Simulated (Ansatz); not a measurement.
`FC(F)=CC=C(F)F` → 4 C• + 4 F• + 2 H•  (atomization)

Calculated with Ansatz (gas phase, PBE0-D4/def2-TZVP geometries, no zero-point term in ΔE). CCSD(T)/CBS adds triple-zeta CCSD(T) − MP2 to the extrapolated MP2 energy (def2 sets, frozen cores). This one scheme is used for every species, atoms too. For atomizations the MP2-based limit and the directly extrapolated one differ by several kJ/mol either way, and by 10 to 25 for some Ge, Se and Sn compounds, so smaller differences from it don't rank the levels. Functionals use def2-TZVPP. B3LYP here is the variant with VWN-RPA as its local correlation; programs differ in this. No spin–orbit coupling; open shells (•) take unrestricted orbitals. Spin–orbit coupling would lower the free atoms: a little for C, F. One conformer a species, not always the lowest.

| level | ΔE (kcal/mol) | difference from CCSD(T)/CBS |
| --- | --- | --- |
| LDA (SPW92) | 1279.7 | 230.8 |
| BLYP-D4 | 1066.2 | 17.3 |
| r2SCAN-D4 | 1066.2 | 17.3 |
| PBE0-D4 | 1070.0 | 21.1 |
| B3LYP-D4 | 1051.7 | 2.8 |
| r2SCANh-D4 | 1052.1 | 3.2 |
| r2SCAN0-D4 | 1032.0 | -16.9 |
| B2PLYP | 1043.4 | -5.5 |
| PBE | 1109.1 | 60.2 |
| BLYP | 1056.1 | 7.2 |
| HF/def2-SVP | 740.4 | -308.5 |
| HF/def2-TZVPP | 723.7 | -325.2 |
| CCSD(T)/def2-TZVPP | 1020.2 | -28.7 |
| SCS-MP2/def2-QZVPP | 1057.0 | 8.1 |
| HF/CBS(def2) | 725.4 | -323.5 |
| CCSD/CBS(def2) | 1023.9 | -25.0 |
| CCSD(T)/CBS | 1048.9 | 0 |

Largest T1 diagnostic among the species: 0.013.

From BLYP to BHLYP (50 % exact exchange), in def2-TZVPP and without D4, ΔE moves by −66.4 kcal/mol: exact exchange takes away binding that semilocal exchange gives to molecules. The D4 term adds +7.2 kcal/mol with B3LYP and +3.8 kcal/mol with PBE0; it sums over pairs of atoms, weighted by their polarisabilities, and B3LYP, whose exchange is more repulsive, gets the larger term. At CCSD(T), def2-SVP lies −43.5 kcal/mol from the extrapolated value and def2-TZVPP −28.7 kcal/mol: correlation converges slowly with the basis, and small sets miss more of it in the bonded molecule than in its fragments.
